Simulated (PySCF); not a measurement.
## What settings do to a single point of [Ce(H2S)2]3+

The sound run of [Ce(H2S)2]3+ (singlet in the valence; each metal's 4f electrons, 1 of them, lie in its core potential, out of spins and levels) uses PySCF 2.14.0, RKS PBE0, Ce lcecp-1-SVP with ECP47, S def2-SVP, H def2-SVP; non-relativistic Hamiltonian with scalar-relativistic core potentials where named; density fitting; no spin-orbit coupling, grid (50, 194), threshold 1e-8 Eh and 55 cycles, at the relaxed geometry:

```xyz
7

Ce    1.3926    0.0000    0.0000
S    -0.4042    0.1354    2.3049
H     0.3377    0.2025    3.4544
H    -0.9540    1.3870    2.3856
S    -0.4042   -0.1354   -2.3049
H     0.3377   -0.2025   -3.4544
H    -0.9540   -1.3870   -2.3856
```

There Ce1 has a Mulliken charge of 2.02 e and the dipole about the centre of mass is 1.30 D. Each run below changes one thing and starts from free metal ions and neutral atoms unless it says otherwise; with 55 cycles, smearing, a level shift and second-order steps follow where DIIS fails, and their cycles count. Energy shifts count from the sound run. On f atoms grids over 110 angular points are at least (60, 302).

| change | outcome | cycles | energy shift (eV) | largest force component (eV/Å) | charge on Ce1 (e) | dipole about the centre of mass (D) |
| --- | --- | --- | --- | --- | --- | --- |
| grid (99, 590) | converged | 11 | -0.0002 | 0.00 | 2.02 | 1.30 |
| start from the bare core Hamiltonian, limit 88 cycles | converged | 12 | 0.0000 | 0.00 | 2.02 | 1.30 |
| threshold 0.001 | converged | 7 | 0.0001 | 0.01 | 2.02 | 1.33 |
| charge changed by +4, spin kept, limit 96 cycles | converged | 13 | – | 8.44 | 2.81 | 16.48 |

Task: How does the run with this change end: all coordinates × 1.05?

Result: outcome converged, cycles 11, energy shift (eV) 0.30, largest force component (eV/Å) 1.27, charge on Ce1 (e) 2.04, dipole about the centre of mass (D) 1.52.

Unsound on purpose, so not properties of the compound: charge changed by +4, spin kept, limit 96 cycles.

Forces carry noise of the integration grid, about 0.01 to 0.03 eV/Å.

A frequency check found unstable modes (1, the lowest at -49 cm⁻¹), so the relaxed geometry is probably a saddle point. An lcecp potential fixes the number of 4f electrons, so in runs with it no electron can move into or out of that shell.
